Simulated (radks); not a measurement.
The mean radii <r> (bohr) of the occupied orbitals of an atom or ion are listed with their occupations. All-electron calculation, scalar-relativistic Kohn-Sham, PBE, spin-unpolarised, spherical densities, point nucleus. Program: a radial shooting solver on a logarithmic mesh with Libxc functionals.

| orbital | occ. | <r> |
|---|---|---|
| 1s | 2 | 0.02112 |
| 2s | 2 | 0.08974 |
| 2p | 6 | 0.07943 |
| 3s | 2 | 0.2329 |
| 3p | 6 | 0.2314 |
| 3d | 10 | 0.2096 |
| 4s | 2 | 0.4890 |
| 4p | 6 | 0.5046 |
| 4d | 3 | 0.5117 |

Name the element and its charge.

Answer. Z = 66, dysprosium, charge +27: Dy27+ in [Kr] 4d3. The 1s radius gives Z: for a bare nucleus <r> = (2 gamma + 1)/(2Z) with gamma = sqrt(1 - (Z/c)^2), 0.02085 bohr for Z = 66, and screening makes it slightly larger (0.02112 here). The occupations add up to 39, and the charge is Z minus that.
